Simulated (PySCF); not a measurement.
C₆ coefficients of unlike pairs at PBE

Calculated with PySCF 2.14 from the dipole response of each species, C₆(A,B) = (3/π) ∫ α_A(iu) α_B(iu) du, in atomic units, from isotropic polarisabilities. For ions this is the dispersion term alone; charge-induced terms of lower order in 1/R come first.

| species | configuration | basis | relativity | α (bohr³) | C₆ (like pair) |
| --- | --- | --- | --- | --- | --- |
| Cl | [Ne] 3s2 3p5 (2P) | aug-cc-pCVTZ-DK (8s7p5d3f) | spin-free X2C | 15.15 | 97.35 |
| Al(2+) | [Ne] 3s1 (2S) | aug-cc-pV(D+d)Z (5s4p3d) | none | 13.98 | 37.81 |
| Sb(2+) | [Kr] 4d10 5s2 5p1 (2P) | aug-cc-pVTZ-PP with ECP28MDF (6s5p4d2f) | core potential | 15.49 | 91.59 |
| Xe(3+) | [Kr] 4d10 5s2 5p3 (4S) | aug-cc-pVQZ-DK3 (9s8p6d3f2g) | spin-free X2C | 9.448 | 54.54 |

Estimate C₆ for Xe(3+) with Cl.

The integral gives 71.68. The combination rule 2 C_A C_B / (C_A α_B/α_A + C_B α_A/α_B) gives 71.67 and the geometric mean 72.86.

No spin-orbit coupling is included.

The other pairs:

```csv
pair,C₆
"Al(2+), Cl",56.52
"Xe(3+), Al(2+)",39.35
"Sb(2+), Cl",94.29
"Xe(3+), Sb(2+)",69.14
"Sb(2+), Al(2+)",55.71
```
